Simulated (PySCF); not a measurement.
S₄, SMILES S1SSS1. Geometry: B3LYP-D3(BJ)/def2-SVP.

The numbers are results of B3LYP-D3(BJ)/def2-SVP run with PySCF 2.14.0, not measurements.

Harmonic wavenumbers (cm⁻¹): 182, 302, 380, 380, 405, 479. Rotational constants (GHz): 3.352, 3.352, 1.829; symmetry number 4.

Task: Work out the zero-point energy and the ideal-gas rigid-rotor harmonic-oscillator thermochemistry at 298.15 K and 1 atm.

Result: ZPE = ½ Σ hcν = ½ × 2129 cm⁻¹ = 3.04 kcal/mol. H − E(el) = 6.80 kcal/mol. Entropy in cal/(mol K): translation 40.46, rotation 24.40, vibration 7.44, total 72.30. G − E(el) = -14.76 kcal/mol. Cp = 17.26 cal/(mol K).
